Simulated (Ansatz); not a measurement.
Basis sets compared for In₄Sb₅H₁₆⁺, a cluster cut from zinc blende InSb (hydrogen-capped). Charge 1, multiplicity 1. Geometry r2SCAN-D4/def2-SVP. Ansatz on 2 threads of AMD EPYC 7R13 on a shared host and a share (18 GiB) of an NVIDIA H100 80GB HBM3; times are rough, and most runs start from earlier orbitals.

```
atom   x (Å)   y (Å)   z (Å)
 Sb1  -1.601  -0.393   2.650
 Sb2   2.336  -1.773   1.060
 Sb3  -1.274  -2.032  -1.392
 Sb4  -2.055   2.223  -0.750
 Sb5   1.881   0.844  -2.342
 In6  -0.389  -2.585   1.289
 In7  -1.519   2.495   2.124
 In8   3.541   0.718   0.077
 In9  -0.925   0.497  -2.718
 H10  -1.159  -0.664   4.267
 H11  -3.214  -0.901   2.818
 H12   2.958  -2.104   2.606
 H13   3.060  -3.102   0.288
 H14  -2.911  -2.466  -1.507
 H15  -0.671  -3.250  -2.409
 H16  -3.726   2.043  -1.007
 H17  -1.927   3.754  -1.474
 H18   2.547  -0.150  -3.548
 H19   2.186   2.316  -3.134
 H20  -0.721  -4.176   1.838
 H21  -2.966   3.110   2.791
 H22   0.154   2.853   2.176
 H23   5.093   0.268  -0.476
 H24   2.852   1.915   1.089
 H25  -1.549   0.560  -4.315
```

In the def2 sets In, Sb take a core potential; there is no spin–orbit coupling. Single mean-field runs in def2-TZVP are fitted with def2-universal-jkfit.

```
           level  functions  energy (Eh)  HOMO (eV)  LUMO (eV)  wall time
 PBE-D4/def2-SVP        314   -1971.1760      -9.22      -5.46       13 s
PBE0-D4/def2-SVP        314   -1971.2621     -10.14      -4.70       12 s
```

Estimate the rows for PBE-D4/def2-TZVP (with forces), PBE0-D4/def2-TZVP (with forces).


```json
{"level": "PBE-D4/def2-TZVP (with forces)", "functions": "546", "energy (Eh)": "-1971.2583", "HOMO (eV)": "-9.25", "LUMO (eV)": "-5.54", "wall time": "15 s"}
{"level": "PBE0-D4/def2-TZVP (with forces)", "functions": "546", "energy (Eh)": "-1971.3346", "HOMO (eV)": "-10.15", "LUMO (eV)": "-4.76", "wall time": "15 s"}
```
